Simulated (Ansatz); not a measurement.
Consider the formal hydrolysis of a B–S bond: `CB(O)S` + H₂O → `CB(O)O` + H₂S.

Gas-phase electronic energies from Ansatz, PBE0-D4/def2-TZVP geometries. CBS: MP2 limit from def2 TZ/QZ plus the TZ coupled-cluster correction, frozen cores. This one scheme is used for every species. Functionals use def2-TZVPP. HSE06 is defined as in plane-wave codes. Each species was taken in one conformer, which may not be the lowest.

`CB(O)S`:

```xyz
9

C    -0.700   -0.792   -0.342
B     0.144    0.483   -0.009
O    -0.193    1.668   -0.583
S     1.579    0.448    1.124
H    -0.080   -1.553   -0.825
H    -1.102   -1.250    0.566
H    -1.532   -0.556   -1.007
H     0.366    2.411   -0.341
H     1.518   -0.858    1.418
```

H₂O:

Z-matrix (Å, degrees):
```
O
H 1 0.960
H 1 0.960 2 105.1
```

`CB(O)O`:

```xyz
9

C     0.303    0.927   -0.769
B    -0.092   -0.251    0.183
O    -1.192   -0.102    0.986
O     0.691   -1.375    0.191
H    -0.567    1.509   -1.079
H     0.973    1.613   -0.240
H     0.838    0.576   -1.653
H    -1.382   -0.837    1.572
H     0.427   -2.060    0.810
```

H₂S:

```xyz
3

S    -0.030   -0.195   -0.587
H    -0.949    0.175    0.317
H     0.979    0.021    0.271
```

```
 species  HSE06-D4 energy (Eh)
`CB(O)S`            -539.23085
     H₂O             -76.37741
`CB(O)O`            -216.37103
     H₂S            -399.25509
```

(1) Work out ΔE.

(2) What do rigid-rotor, harmonic-oscillator terms from PBE0-D4/def2-TZVP frequencies (298.15 K, 1 bar) make of the CCSD(T)/CBS value? (Best estimate.)

Largest T1 diagnostic among the species: 0.012.

Results:

(1) ΔE = (-216.37103) + (-399.25509) − (-539.23085) − (-76.37741) = -0.01786 Eh = -11.2 kcal/mol. CCSD(T)/CBS gives -11.7 kcal/mol.

(2) Computed: ΔZPE = -0.8 kcal/mol, ΔH = -12.8 kcal/mol, ΔS = 4 J/(mol·K), ΔG = -13.1 kcal/mol. Modes under 50 cm⁻¹ make the entropy rough.

From BLYP to BHLYP (50 % exact exchange), in def2-TZVPP and without D4, ΔE moves by −1.1 kcal/mol. Leaving LDA and LC-ωPBE aside and taking each functional with its dispersion term where it has one, the values, not all of them listed here, spread over 4.7 kcal/mol, from CAM-B3LYP-D4 to revPBE-D4. LDA lies −1.0 kcal/mol from PBE without D4.
